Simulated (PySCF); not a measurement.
SMILES Cl/[C]=C/Cl, doublet at its PBE0/def2-SVP optimised geometry (Å):

```
5

Cl     2.1376    -1.0069     0.0000
C      0.4729    -1.0069     0.0000
C     -0.4495    -0.0629     0.0000
Cl    -2.1376    -0.4180    -0.0001
H     -0.2086     1.0069     0.0001
```

Computed with unrestricted PBE0/def2-TZVP in PySCF.

Map of the electrostatic potential (hartree/e) on the plane z = 1.5 Å:

```
|3333344444444445555444444444444|
|3333334444444555555555444444444|
|3333334444445555555555544444444|
|3333334444455555555555554444444|
|3333333444555556655555555444444|
|3333333444555666666555555444444|
|3333333444556666666655555444444|
|3333333344556677776665555544444|
|3222223344566777777665555544444|
|2222222334566778777665555444444|
|2222222234567788777665555444444|
|2221111123466777776665554444444|
|2221100123466777766655544444444|
|2221100123467776666655444444454|
|2221100124567765555655544445555|
|2221111245567754455666554455555|
|2222112345566543356777665555555|
|2222222345544433467888876655555|
|2222211223333223578999987665555|
|2222110011222223578899987665555|
|2222110000111223567788766555555|
|2221100000011223456666554445555|
|2221110000011122344444443444444|
|2221110000011122333443333344444|
|2222111111111122233333333334444|
|2222111111111222223333333334444|
|2222211111112222223333333333444|
|2222222211222222222333333333344|
|2222222222222222222333333333333|
|2222222222222222223333333333333|
|2222222222222222223333333333333|
```
Scale: ten equal steps from -0.015 (start of '0') to 0.026 (end of '9'), in the order '0123456789'; x runs from -4.50 to 4.50, y from -4.50 (bottom) to 4.50 (top).
